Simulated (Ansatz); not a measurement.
Ansatz (a first-principles code) input:

Ansatz 0.2 input:
```yaml
crystal:
  periodic: [false, false, false]
  atoms:
    - {symbol: Ni, position_ang: [-0.00000000, -0.00000000, -0.36123454]}
    - {symbol: O, position_ang: [0.00000000, 0.00000000, 1.26432090]}
basis:
  gaussian:
    orbitals: def2-TZVP
hamiltonian:
  xc: {name: PBE0}
magnetization: {spin_polarized: true, initial_magnetization: 2}
relax: {f_tol: 0.003, max_steps: 100}
```

Which total energy does the run end on?

-1583.18234 Eh (PBE0/def2-TZVP). The basis has 76 functions.

The spin state was set by rule; other spins were not relaxed.
